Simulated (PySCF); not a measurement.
Sn(F)(Cl)(OH)2 (ClFH2O2Sn), SMILES [F][Sn]([Cl])([OH])[OH]. Atoms are numbered in the order given.

```xyz
7

O      0.4149     1.9605     0.4125
Sn    -0.1397     0.1125     0.1234
O     -1.9806     0.0970    -0.5441
F     -0.1478    -0.8711     1.7792
Cl     1.3875    -0.9413    -1.2546
H     -0.3466     2.5194     0.6182
H     -2.4017    -0.7636    -0.4196
```
Charge 0, spin multiplicity 1.

Coordinates come from a PBE0-D3(BJ)/def2-SVP optimisation. The structure was generated by enumeration; whether it is a known compound was not checked. The def2 effective core potentials stand for the cores of Sn; spin–orbit coupling is left out. Other conformers were not sampled.

Level of theory: PBE/def2-TZVP (PySCF).

The total energy comes out as -925.80235 hartree and the highest occupied level comes out as -7.98 eV. The lowest empty level comes out as -3.64 eV and the orbital gap comes out as 4.34 eV. The dipole moment is 1.90 D and the quadrupole, principal values (traceless, Buckingham form, about the centre of nuclear charge) is -8.25, 1.62, 6.63 D·Å. The mean static polarisability is 56.1 bohr³ (8.31 Å³). The polarisability, principal values is 47.9, 53.9, 66.4 bohr³.
